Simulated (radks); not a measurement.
Values are calculated unless marked as measured or tabulated.
Spherical jellium clusters: N electrons in a uniform positive sphere of charge N and radius rs N^(1/3), rs = 3.8 bohr. Level of theory: non-relativistic Kohn-Sham, PBE, spin-polarised, spherical densities (a radial shooting solver with Libxc functionals). Levels are named by radial order and angular momentum (1s, 1p, 1d, 2s, ...), and open shells are averaged over m.

N = 14, configuration 1s2 1p6 1d(up 5, down 0) 2s(up 1, down 0). This is the lowest configuration that the search found. Occupied levels:

| level | occupation | eigenvalue (eV) | <r> (bohr) |
|---|---|---|---|
| 1s up | 1 | -5.4217 | 5.980 |
| 1s down | 1 | -4.8880 | 5.831 |
| 1p up | 3 | -4.4381 | 7.081 |
| 1p down | 3 | -3.8529 | 6.792 |
| 1d up | 5 | -3.1964 | 7.888 |
| 2s up | 1 | -2.5938 | 6.640 |

Energy (eV): total -25.0787, kinetic 27.473, external -685.06, Hartree 336.64, exchange-correlation -53.539, background 349.41.

Electron density:

| r (bohr) | n(r) (e/bohr^3) |
|---|---|
| 0.298 | 0.005067 |
| 1.05 | 0.004926 |
| 1.80 | 0.004704 |
| 2.55 | 0.004527 |
| 3.30 | 0.004491 |
| 4.05 | 0.004603 |
| 4.80 | 0.004775 |
| 5.55 | 0.004851 |
| 6.30 | 0.004666 |
| 7.05 | 0.004123 |
| 7.80 | 0.003270 |
| 8.55 | 0.002286 |
| 9.30 | 0.001398 |
| 10.1 | 0.0007588 |
| 10.8 | 0.0003840 |
| 11.6 | 0.0001873 |
| 12.3 | 0.00008973 |
| 13.0 | 0.00004309 |
| 13.8 | 0.00002034 |
| 14.5 | 9.545e-06 |
